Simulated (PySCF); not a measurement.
A structure optimised at PBE-D3(BJ)/def2-SVP, used in a PySCF frequency run:

```
Ga
Cl 1 2.1565
S 1 2.2111 2 116.71
H 3 1.3636 1 93.16 2 180.00
S 1 2.2111 2 116.71 3 180.00
H 5 1.3636 1 93.16 2 180.00
```

**Question.** Write its SMILES, formula and point group.

**Answer.** [SH][Ga]([SH])[Cl], ClGaH2S2, C2v

**Question.** What are its rotational constants (standard atomic weights)?

**Answer.** 2.1237, 1.9877, 1.0267 GHz
